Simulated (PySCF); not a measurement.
## Mayer bond orders and bond lengths

Compound: C₆H₁₁NS.
SMILES with atom numbers: `[NH2:1][CH2:2][C@@H:3]1[CH2:4][CH2:5][C:6](=[S:7])[CH2:8]1` (hydrogens: H9, H10 on N1; H11, H12 on C2; H13 on C3; H14, H15 on C4; H16, H17 on C5; H18, H19 on C8)

Geometry (GFN2-xTB, Å), atoms numbered from 1 in this order:
```
atom  x, y, z in Å
N1     2.5219   -0.8284    0.1449
C2     1.6741    0.2609   -0.3117
C3     0.2117   -0.1754   -0.2960
C4    -0.7628    0.9384   -0.6985
C5    -2.1027    0.4788   -0.1244
C6    -1.7457   -0.3191    1.0903
S7    -2.7965   -0.8143    2.2181
C8    -0.2784   -0.5866    1.0965
H9     3.4904   -0.5318    0.1880
H10    2.4669   -1.6112   -0.4987
H11    1.9267    0.6198   -1.3255
H12    1.8118    1.0969    0.3809
H13    0.0913   -1.0234   -0.9789
H14   -0.4593    1.8759   -0.2291
H15   -0.7993    1.0911   -1.7759
H16   -2.7843    1.2954    0.1134
H17   -2.6214   -0.1804   -0.8272
H18    0.1921    0.0409    1.8593
H19   -0.0462   -1.6184    1.3554
```

Bond orders from the PBE0/pcSseg-1 density (PySCF). Geometry: GFN2-xTB, one conformer, isolated molecule.

**Question.** How far do the computed orders between heavy atoms stray from the drawn ones?

**Answer.** The largest departure is 0.092, at C6–S7 (drawn double, 1.908).

**Question.** Set the Mayer orders of the bonds beside their lengths.

**Answer.** 
```
  bond  drawn as  length (Å)  Mayer order
 N1–C2    single       1.454        1.031
 C2–C3    single       1.526        1.018
 C3–C4    single       1.534        0.996
 C4–C5    single       1.528        1.030
 C5–C6    single       1.497        0.971
 C6–S7    double       1.619        1.908
 C6–C8    single       1.492        0.972
 C8–C3    single       1.532        0.958
 N1–H9    single       1.014        0.953
N1–H10    single       1.015        0.953
C2–H11    single       1.105        0.950
C2–H12    single       1.094        0.942
C3–H13    single       1.095        0.936
C4–H14    single       1.092        0.947
C4–H15    single       1.089        0.951
C5–H16    single       1.090        0.942
C5–H17    single       1.094        0.924
C8–H18    single       1.094        0.922
C8–H19    single       1.089        0.938
```

By pair of heavy elements: C–C: lowest C8–C3 (0.958, 1.532 Å), highest C4–C5 (1.030, 1.528 Å); in 6 of the 15 pairs the longer bond (by over 0.003 Å) has the higher order (by 0.02 or more).

**Question.** Sum the orders of all bonds at each heavy atom with more than one neighbour and set the sums beside the valence in the SMILES.

**Answer.** N1 2.937 (drawn 3), C2 3.941 (drawn 4), C3 3.908 (drawn 4), C4 3.924 (drawn 4), C5 3.867 (drawn 4), C6 3.851 (drawn 4), C8 3.790 (drawn 4). Orders between atoms that aren't bonded are not in these sums.

For a closed shell the Mayer order of atoms A and B is Σ (PS)μν (PS)νμ over the basis functions μ on A and ν on B, with P the density and S the overlap matrix.

The run behind these numbers computed NMR shieldings as well. Hardware: Arm Neoverse V2, one thread (shared host). Cost: 30 s, 0.91 GiB resident at most.
